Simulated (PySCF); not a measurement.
C₂H₃AlClF. Atoms are numbered in the order given.

```xyz
8

Al     0.5188    -0.1589     0.0000
F      1.9592    -1.0115     0.0000
Cl    -1.2670    -1.2783     0.0000
C      0.4521     1.7713     0.0000
C     -0.7363     2.4167     0.0000
H      1.3740     2.3826     0.0000
H     -0.8112     3.5198     0.0000
H     -1.6969     1.8708     0.0000
```

Geometry: PBE-D3(BJ)/def2-SVP. The structure was generated by enumeration; whether it is a known compound was not checked. One conformer was computed; it need not be the lowest.

All values below come from PBE-D3(BJ)/def2-SVP in PySCF 2.14.0.

Frequencies are harmonic and unscaled.

Computed vibrational spectrum:
```csv
mode,ν (cm⁻¹),IR (km/mol),Raman (Å⁴/amu),depolarisation,moving atoms (share of kinetic energy)
1,83,1.1,7.1,0.75,"C 48 %, H 29 %, F 16 %"
2,101,1.1,2.4,0.70,"C 36 %, Cl 32 %, H 16 %, Al 8 %"
3,198,20.5,0.6,0.73,"F 56 %, Cl 21 %, Al 12 %, C 9 %"
4,217,23.0,2.7,0.75,"Al 55 %, H 25 %, F 10 %"
5,297,7.1,3.5,0.57,"C 53 %, H 17 %, Al 14 %, F 14 %"
6,462,21.5,14.1,0.09,"Cl 43 %, C 23 %, Al 16 %, F 13 %"
7,462,56.1,8.2,0.75,"H 62 %, C 28 %, Al 9 %"
8,678,133.2,4.0,0.16,"Al 49 %, C 32 %, H 12 %"
9,866,115.1,1.1,0.43,"F 49 %, Al 48 %"
10,961,13.9,2.9,0.53,"H 87 %, C 12 %"
11,969,23.6,0.4,0.75,"H 72 %, C 28 %"
12,1017,12.6,1.1,0.75,H 94 %
13,1219,4.0,8.7,0.14,"H 71 %, C 28 %"
14,1370,18.3,18.2,0.55,"H 82 %, C 17 %"
15,1598,13.4,9.4,0.05,"C 84 %, H 16 %"
16,3037,13.6,119.8,0.19,H 95 %
17,3070,3.3,170.5,0.32,"H 92 %, C 8 %"
18,3129,5.6,87.3,0.61,"H 89 %, C 11 %"
```
